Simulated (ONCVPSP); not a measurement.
## Tc (Z = 43): excitation energies, all-electron against ONCV

Tc, optimised norm-conserving Vanderbilt (ONCV), made with ONCVPSP 4.0.1 (PBE, non-relativistic). Core [Ar] 3d10, reference 4s2 4p6 4d5 5s2. Waves: 4s+5s: rc 1.95 bohr, ncon 4, nbas 8, qcut 4.8 1/bohr, 2 projectors; 4p: rc 1.95 bohr, ncon 5, nbas 7, qcut 6 1/bohr, local; 4d: rc 2.00 bohr, ncon 3, nbas 7, qcut 7.2 1/bohr, 2 projectors, debl 0.6 Ha. Local part: the p channel. Core correction: none.

Energies are relative to the spin-unpolarised reference configuration 4s2 4p6 4d5 5s2; without spin polarisation the order of configurations can differ from experiment.

| valence configuration | charge | ΔE all-electron (eV) | error AE − PS (meV) |
| --- | --- | --- | --- |
| 4s2 4p6 4d5 5s1 | +1 | 7.809 | -0.6 |
| 4s2 4p6 4d5 5s0 | +2 | 22.134 | -4.7 |
| 4s2 4p6 4d5 5s1.5 | +0.5 | 3.133 | -0.1 |

(1) What are ΔE and the potential's error for 4s2 4p6 4d4 5s0?

Levels in the configuration 4s2 4p6 4d4 5s0:

| level | all-electron (eV) | pseudo (eV) |
| --- | --- | --- |
| 4s | -99.510 | -99.552 |
| 4p | -74.500 | -74.494 |
| 4d | -35.590 | -35.561 |

Answers

(1) ΔE = 51.214 eV all-electron; the error (AE − PS) is +5.1 meV.
